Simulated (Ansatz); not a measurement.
AlCl4, SMILES [Cl][Al-]([Cl])([Cl])[Cl], charge -1.

Geometry optimised at B3LYP-D3(BJ)/def2-SVPD.

Two levels are set side by side: PBE/def2-SVPD (Ansatz, a program for electronic structure) and CAM-B3LYP/def2-SVPD (Ansatz). Energy differences of separate SCF runs at the same geometry; the states with an electron removed or added have multiplicity 2. Differences are taken from unrounded values.

| quantity | CAM-B3LYP | PBE | PBE minus CAM-B3LYP |
|---|---|---|---|
| vertical ionisation energy (eV) | 6.76 | 5.71 | -1.05 |
| vertical singlet–triplet gap (eV) | 7.29 | 5.95 | -1.34 |
